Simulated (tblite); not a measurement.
Species: C8H10N2.
Numbering: `[CH2:1]=[CH:2][CH2:3][n:4]1[n:5][cH:6][cH:7][c:8]1[CH:9]=[CH2:10]` (hydrogens: H11, H12 on C1; H13 on C2; H14, H15 on C3; H16 on C6; H17 on C7; H18 on C9; H19, H20 on C10)

Computed with GFN2-xTB (tblite), gas phase: L-BFGS steps from a force-field or distance-geometry start until the largest atomic force falls under 0.01 eV/Å.

Step 23: E = -762.0581 eV
```
atom  x, y, z in Å  |  force x, y, z in eV/Å
C1     -2.8890   -1.0480    0.2087   -0.027  -0.064   0.015
C2     -2.2759   -0.0676   -0.4237    0.008   0.011   0.062
C3     -1.0488   -0.2445   -1.2709   -0.009  -0.023   0.001
N4      0.0438    0.5648   -0.7959    0.008   0.036  -0.003
N5      0.1428    1.8055   -1.2563   -0.004   0.032  -0.017
C6      1.1927    2.3420   -0.6610    0.008   0.013  -0.028
C7      1.7903    1.4298    0.2050    0.009  -0.001  -0.015
C8      1.0191    0.2760    0.1069    0.032   0.021   0.035
C9      1.1646   -0.9930    0.7745    0.011  -0.010   0.026
C10     2.1414   -1.2730    1.6338   -0.033  -0.007  -0.027
H11    -3.7766   -0.8826    0.7957    0.033   0.005   0.006
H12    -2.5398   -2.0673    0.1547   -0.016   0.005  -0.013
H13    -2.6324    0.9500   -0.3509    0.015   0.021  -0.012
H14    -1.2632    0.1086   -2.2837   -0.022  -0.007  -0.047
H15    -0.7526   -1.2934   -1.3119    0.037  -0.050   0.013
H16     1.4821    3.3499   -0.8802    0.002   0.023   0.000
H17     2.6630    1.5862    0.8032    0.000  -0.015   0.040
H18     0.4183   -1.7437    0.5492    0.007   0.012   0.000
H19     2.2165   -2.2376    2.1071   -0.017   0.037  -0.013
H20     2.8987   -0.5515    1.8927   -0.043  -0.040  -0.023
```

Step 24: E = -762.0590 eV
```
atom  x, y, z in Å  |  force x, y, z in eV/Å
C1     -2.8898   -1.0493    0.2102   -0.013  -0.059   0.007
C2     -2.2746   -0.0695   -0.4215    0.010   0.013   0.050
C3     -1.0481   -0.2460   -1.2707    0.004  -0.012   0.006
N4      0.0442    0.5659   -0.7979    0.021   0.044  -0.008
N5      0.1451    1.8059   -1.2602   -0.022   0.044  -0.014
C6      1.1938    2.3438   -0.6633   -0.006   0.011  -0.031
C7      1.7899    1.4321    0.2042    0.014   0.011  -0.017
C8      1.0192    0.2783    0.1053    0.040   0.021   0.046
C9      1.1642   -0.9901    0.7726    0.010  -0.027   0.046
C10     2.1388   -1.2746    1.6326   -0.013  -0.008  -0.009
H11    -3.7757   -0.8819    0.7997    0.041  -0.001  -0.004
H12    -2.5425   -2.0691    0.1527   -0.021   0.002  -0.004
H13    -2.6305    0.9481   -0.3474    0.021   0.027  -0.011
H14    -1.2620    0.1053   -2.2843   -0.035  -0.009  -0.041
H15    -0.7481   -1.2941   -1.3102    0.025  -0.046   0.012
H16     1.4821    3.3533   -0.8796   -0.004  -0.002  -0.006
H17     2.6609    1.5901    0.8042    0.006  -0.020   0.044
H18     0.4168   -1.7393    0.5485   -0.009  -0.002  -0.010
H19     2.2115   -2.2394    2.1058   -0.032   0.024  -0.021
H20     2.8995   -0.5590    1.8961   -0.038  -0.011  -0.034
```

Step 25: E = -762.0597 eV
```
atom  x, y, z in Å  |  force x, y, z in eV/Å
C1     -2.8905   -1.0512    0.2116    0.010  -0.028  -0.006
C2     -2.2729   -0.0714   -0.4184    0.017   0.008   0.023
C3     -1.0472   -0.2476   -1.2704    0.018   0.002   0.008
N4      0.0451    0.5674   -0.7997    0.025   0.033  -0.009
N5      0.1468    1.8069   -1.2640   -0.026   0.039  -0.002
C6      1.1946    2.3460   -0.6663   -0.013   0.006  -0.022
C7      1.7899    1.4351    0.2030    0.016   0.020  -0.012
C8      1.0200    0.2811    0.1047    0.025   0.018   0.033
C9      1.1639   -0.9876    0.7716   -0.004  -0.024   0.042
C10     2.1363   -1.2768    1.6317    0.003  -0.008   0.007
H11    -3.7742   -0.8812    0.8034    0.036  -0.009  -0.006
H12    -2.5452   -2.0710    0.1507   -0.021  -0.010   0.002
H13    -2.6279    0.9468   -0.3440    0.027   0.021  -0.005
H14    -1.2614    0.1021   -2.2853   -0.041  -0.018  -0.015
H15    -0.7438   -1.2956   -1.3085    0.010  -0.022   0.013
H16     1.4815    3.3569   -0.8798   -0.006  -0.017  -0.014
H17     2.6590    1.5942    0.8057    0.007  -0.021   0.039
H18     0.4153   -1.7350    0.5476   -0.022  -0.011  -0.018
H19     2.2056   -2.2415    2.1042   -0.041  -0.002  -0.018
H20     2.8999   -0.5671    1.8992   -0.022   0.023  -0.039
```

Task: Estimate the geometry and energy of step 26. (The exact step hangs on the optimiser's Hessian estimate; all steps are aligned on step 25, rigid shifts and turns removed.)

Result: E = -762.0603 eV, largest force 0.059 eV/Å
```
atom  x, y, z in Å  |  force x, y, z in eV/Å
C1     -2.8907   -1.0530    0.2124    0.028   0.007  -0.017
C2     -2.2712   -0.0727   -0.4155    0.025   0.001  -0.003
C3     -1.0460   -0.2489   -1.2700    0.026   0.011   0.008
N4      0.0462    0.5689   -0.8010    0.017   0.010  -0.007
N5      0.1475    1.8081   -1.2668   -0.020   0.018   0.012
C6      1.1948    2.3479   -0.6690   -0.009   0.003  -0.005
C7      1.7903    1.4380    0.2019    0.015   0.020  -0.004
C8      1.0211    0.2837    0.1049    0.003   0.011   0.011
C9      1.1635   -0.9859    0.7715   -0.022  -0.005   0.020
C10     2.1345   -1.2789    1.6312    0.008  -0.005   0.013
H11    -3.7724   -0.8806    0.8060    0.025  -0.014  -0.003
H12    -2.5475   -2.0728    0.1492   -0.018  -0.023   0.005
H13    -2.6252    0.9463   -0.3415    0.032   0.009   0.002
H14    -1.2616    0.0995   -2.2861   -0.038  -0.027   0.015
H15    -0.7406   -1.2972   -1.3073    0.000   0.007   0.013
H16     1.4805    3.3594   -0.8807   -0.004  -0.018  -0.021
H17     2.6577    1.5974    0.8074    0.002  -0.017   0.028
H18     0.4138   -1.7318    0.5466   -0.026  -0.010  -0.019
H19     2.2001   -2.2436    2.1026   -0.040  -0.025  -0.010
H20     2.9000   -0.5731    1.9012   -0.007   0.045  -0.037
```

The energy changes by -0.0006 eV. The first-order estimate −F·Δx gives -0.0008 eV and the mean of the old and new forces, exact on a quadratic surface, -0.0006 eV. The step makes an angle of 72° with the force vector and moves no atom by more than 0.006 Å.

What follows is the cost of the whole relaxation. Time: 0.99 s wall. Hardware: one thread, Arm Neoverse V1 (aarch64), no GPU, shared host with 32 logical CPUs at a one-minute load of 13.
